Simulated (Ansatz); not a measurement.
Program: Ansatz. Geometries: PBE0-D4/def2-TZVP. ΔE: electronic, gas phase. CBS: MP2 limit from def2 TZ/QZ plus the TZ coupled-cluster correction, frozen cores. DFT in def2-TZVPP. B3LYP here is the variant with VWN-RPA as its local correlation; programs differ in this. For Ge outer-core shells are correlated without core-valence functions, which leaves a few kJ/mol of doubt a bond. Scalar relativity is left out up to krypton. Each species was taken in one conformer, which may not be the lowest.

Reaction (redistribution): `N[BH][Al]([Cl])[Cl]` + `S[S][GeH3]` → `[SH][Al]([Cl])[Cl]` + `NB[S][GeH3]`

**Question.** Is it downhill or uphill in electronic energy at CCSD(T)/CBS, and by how much? (Best estimate.)

**Answer.** Ansatz gave: Downhill: ΔE = -2.42 eV.

**Question.** What do these levels give: r2SCAN-D4, BHLYP-D4, CAM-B3LYP-D4, BLYP, B3LYP, r2SCANh, r2SCAN0, LC-ωPBE, MP2/def2-SVP, MP2/def2-TZVPP, SCS-MP2/def2-QZVPP, HF/CBS(def2)? (Best estimate.)

**Answer.** Computed: r2SCAN-D4 -2.46, BHLYP-D4 -2.43, CAM-B3LYP-D4 -2.38, BLYP -2.19, B3LYP -2.30, r2SCANh -2.48, r2SCAN0 -2.50, LC-ωPBE -2.44, MP2/def2-SVP -2.76, MP2/def2-TZVPP -2.60, SCS-MP2/def2-QZVPP -2.50, HF/CBS(def2) -2.53 eV.

Largest T1 diagnostic among the species: 0.012.

From r2SCAN to r2SCAN0 (25 % exact exchange), in def2-TZVPP and without D4, ΔE moves by −0.04 eV. Leaving LDA and LC-ωPBE aside and taking each functional with its dispersion term where it has one, the values, not all of them listed here, spread over 0.30 eV, from PBE-QIDH to BLYP-D4. LDA lies −0.07 eV from PBE without D4. At CCSD(T), def2-SVP lies −0.17 eV from the extrapolated value and def2-TZVPP −0.04 eV.
